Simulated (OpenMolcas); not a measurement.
C2H2FSi− (SMILES C#C[SiH-]F): name the method

The species is C2H2FSi− (6 atoms), meant as a singlet with charge -1. As SMILES, `C#C[SiH-]F`. The shape is that of a GFN2-xTB optimisation.

```xyz
6

C     1.1113   -0.4458   -1.2304
C     0.3277   -0.0946   -0.3775
Si   -0.3268    0.5613    1.2453
F    -1.3968   -0.7233    1.6758
H     1.7138   -0.7742   -2.0407
H    -1.4291    1.4766    0.7276
```

A calculation with OpenMolcas 26.06 gave:

```json
{
 "total energy": "-466.8402 Eh",
 "HOMO energy": "-0.12 eV",
 "LUMO energy": "3.32 eV",
 "HOMO–LUMO gap": "3.44 eV",
 "largest force": "1.271 eV/Å"
}
```

Which of these levels gave the numbers?
A. HF/3-21G
B. HF/STO-3G
C. HF/6-31G* (spherical functions)
D. B3LYP/6-311+G**

D. The others give -459.3689 Eh (HF/STO-3G), -465.2198 Eh (HF/6-31G* (spherical functions)), -462.7572 Eh (HF/3-21G).
